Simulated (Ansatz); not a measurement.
Basis-set extrapolation for `[SiH3]/C=C(\[SiH3])Cl` (PBE0-D4/def2-TZVP geometry, frozen core, the Gaussian-basis code of Ansatz). Multiplicity 1, RHF reference.

```
                       def2-TZVPP    def2-QZVPP
                 HF  -1117.208520  -1117.242777
    MP2 correlation     -0.764803     -0.823216
CCSD(T) correlation     -0.868825       not run
```

Energies in hartree. Use E(X) = E(∞) + A·exp(−7.88·√X) for Hartree–Fock and E(X) = E(∞) + B·X^(−2.97) for correlation, with X = 3 and 4, and add CCSD(T) minus MP2 of the smaller set to the MP2 limit.

Q: What is the CCSD(T) energy at the basis-set limit?

A: HF limit: -1117.242777 + (-0.034257) × 0.13774 = -1117.24750. MP2 limit: -0.823216 + (-0.058413) × 0.74074 = -0.86648. Higher-order term: -0.868825 − (-0.764803) = -0.10402. Total: -1118.21800 hartree, 369.3 kJ/mol below CCSD(T)/def2-TZVPP.
